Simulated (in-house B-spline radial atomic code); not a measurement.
The numbers below are computed, except where a source is named.
# C6 from the polarisability at imaginary frequency: the carbon ion C⁴⁺

PBE0 linear response of the closed shell 1s2, from a B-spline radial code for spherical atoms; non-relativistic, point nucleus, no spin-orbit coupling.

The dispersion coefficient of two like species is C6 = (3/π) ∫ α(iu)² du from 0 to ∞.

```json
{"u (hartree)": "0", "α(iu) (bohr³)": "0.009186"}
{"u (hartree)": "0.335", "α(iu) (bohr³)": "0.00918"}
{"u (hartree)": "0.783", "α(iu) (bohr³)": "0.00915"}
{"u (hartree)": "1.34", "α(iu) (bohr³)": "0.009082"}
{"u (hartree)": "2.24", "α(iu) (bohr³)": "0.008901"}
{"u (hartree)": "3.35", "α(iu) (bohr³)": "0.008575"}
{"u (hartree)": "5.03", "α(iu) (bohr³)": "0.007925"}
{"u (hartree)": "7.83", "α(iu) (bohr³)": "0.006668"}
{"u (hartree)": "11.2", "α(iu) (bohr³)": "0.005248"}
{"u (hartree)": "16.8", "α(iu) (bohr³)": "0.003515"}
{"u (hartree)": "28", "α(iu) (bohr³)": "0.001768"}
{"u (hartree)": "55.9", "α(iu) (bohr³)": "0.0005571"}
```

Question: Fit one oscillator, α(iu) = α(0)/(1 + u²/ω²), through u = 11.2 and estimate C6.

Answer: From α(0)/α(iu) − 1 = 0.009186/0.005248 − 1 = 0.7504, ω = u/√0.7504 = 12.9294 hartree (351.8 eV). London's formula gives C6 = (3/4) α(0)² ω = 0.75 × 0.009186² × 12.9294 = 0.0008183 hartree·bohr⁶, and the oscillator holds f = α(0) ω² = 1.54 electrons, of a sum of oscillator strengths of 2.0.

Question: How does that compare with the full integral?

Answer: The program's quadrature over all excitations gives C6 = 0.0008308, so the single oscillator is off by -1.5 %. At the last point the fit gives α = 0.000466 against 0.000557: higher excitations, and deeper shells where there are any, keep the true curve higher at large u.
